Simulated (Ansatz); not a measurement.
Basis-set series for BClH$_{3}$NO$_{2}$Si (`N[Si]1(O)OB1Cl`). Charge 0, multiplicity 1. The geometry is a stationary point of PBE0-D4/def2-TZVP. It is one conformer, not always the lowest.

Z-matrix (Å, degrees):
```
Si
O 1 1.632
O 1 1.722 2 107.8
N 1 1.689 2 108.6 3 -132.2
B 1 1.875 2 123.9 3 46.1
H 2 0.958 1 117.3 3 172.3
H 4 1.007 1 122.6 2 32.6
H 4 1.006 1 121.3 2 -169.9
Cl 5 1.732 1 168.7 2 99.2
```

```tsv
functional	basis	functions	energy (Eh)	HOMO (eV)	LUMO (eV)
PBE0-D4	def2-TZVPP	250	-981.31859	-6.93	-0.67
PBE0-D4	def2-QZVPP	458	-981.35601	-6.98	-0.76
ωB97M-V	def2-TZVPP	250	-981.73731	-9.08	1.38
ωB97M-V	def2-QZVPP	458	-981.77233	-9.13	0.98
```

(1) Give the rows for def2-SVP. (An estimate is asked.)

Results:

(1) Ansatz gave: 
```tsv
functional	basis	functions	energy (Eh)	HOMO (eV)	LUMO (eV)
PBE0-D4	def2-SVP	107	-980.76652	-6.74	-0.31
ωB97M-V	def2-SVP	107	-981.18151	-8.87	1.88
```

Positive LUMOs are unbound and depend on the basis.
